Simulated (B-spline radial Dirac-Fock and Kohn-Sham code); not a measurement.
Dy 3s: cross section and angular parameters

System: neutral dysprosium, [Xe] 4f10 6s2; threshold 2047.0 eV (tabulated edge). Level of theory: Dirac-Hartree-Slater photoionisation with a Latter tail; cross sections with all multipoles, angular parameters from the dipole term and its interference with E2; an atomic code on a B-spline grid.

For linearly polarised light dσ/dΩ = σ/(4π) [1 + β P₂(cos θ) + (δ + γ cos²θ) sin θ cos φ], with θ from the polarisation vector and φ the angle between the beam and the projection of the electron momentum on the plane normal to the polarisation.

```
hν (eV)  σ (kb)      β       γ
   2440    32.4  1.951   0.892
   3240    21.2  1.960   0.428
   3250    21.1  1.960   0.424
   3820    16.3  1.964   0.234
   4000       ?      ?       ?
   4320    13.3  1.966   0.115
 5414.7    8.95  1.969  -0.048
   6000    7.44  1.970  -0.096
   8070    4.30  1.972  -0.146
   8550    3.85  1.973  -0.138
   9470    3.15  1.973  -0.109
  11300    2.21  1.974  -0.014
  12200    1.89  1.974   0.043
  13500    1.54  1.974   0.132
```

Q: Give the values at 4000 eV.

A: σ = 15.1 kb, β = 1.965, γ = 0.187. For an s subshell δ is negligible.

Values without a named source are computed, but for edge energies of neutral atoms, which are taken from tables.
